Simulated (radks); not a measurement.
Values are calculated unless marked as measured or tabulated.
Problem. The mean radii <r> (bohr) of the occupied orbitals of an atom or ion are listed with their occupations. Code: a radial shooting solver on a logarithmic mesh with Libxc functionals. Model: Dirac Kohn-Sham, PBEsol, spin-unpolarised, spherical densities, finite nucleus; Fermi nuclear charge, rms radius of each element as measured or else 0.836 A^(1/3) + 0.57 fm.

orbital     occ.      <r>
1s1/2          2  0.02906
2s1/2          2   0.1237
2p1/2          2   0.1045
2p3/2          4   0.1096
3s1/2          2   0.3049
3p1/2    1.33333   0.2908
3p3/2    2.66667   0.2987

Name the element and its charge. Open shells, if any, are shared by 2j + 1.

Solution. Z = 50, tin, charge +34: Sn34+ in [Ne] 3s2 3p4. The 1s radius gives Z: for a bare nucleus <r> = (2 gamma + 1)/(2Z) with gamma = sqrt(1 - (Z/c)^2), 0.02862 bohr for Z = 50, and screening makes it slightly larger (0.02906 here). The occupations add up to 16, and the charge is Z minus that.
